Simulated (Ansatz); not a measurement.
Program: Ansatz. Geometries: PBE0-D4/def2-TZVP. ΔE: electronic, gas phase. CCSD(T)/CBS is the MP2 limit (def2-TZVPP, def2-QZVPP) plus CCSD(T) − MP2 in def2-TZVPP, frozen cores. DFT in def2-TZVPP. Elements past krypton have def2 core potentials. For Ge, Sn outer-core shells are correlated without core-valence functions, which leaves a few kJ/mol of doubt a bond. Scalar relativity is left out up to krypton. One conformer a species, not always the lowest.

Consider the formal exchange of groups at the Sn–Ge bond: `[NH2][GeH2][SnH3]` + `[SiH3][AlH][Cl]` → `[SiH3][Al]([Cl])[SnH3]` + `[NH2][GeH3]`.

| level | ΔE (kcal/mol) |
| --- | --- |
| PBE-D4 | -2.3 |
| revPBE-D4 | -2.0 |
| PBE0-D4 | -2.2 |
| PBE | -2.4 |
| CAM-B3LYP | -1.0 |
| HF/def2-TZVPP | -1.2 |
| CCSD(T)/def2-TZVPP | -1.8 |
| MP2/def2-QZVPP | -1.1 |

(1) What does CCSD(T)/CBS give? (An estimate is asked.)

Largest T1 diagnostic among the species: 0.013.

Answers

(1) The calculation gave: -1.5 kcal/mol. The listed levels differ from it by -0.8, -0.5, -0.7, -0.9, 0.5, 0.3, -0.3, 0.4 kcal/mol.

Leaving LDA and LC-ωPBE aside and taking each functional with its dispersion term where it has one, the values, not all of them listed here, spread over 1.5 kcal/mol, from PBE-D4 to B97M-V.

CCSD(T)/CBS has its own doubt, a few kJ/mol and more with outer-core shells, so smaller differences from it don't rank the levels.
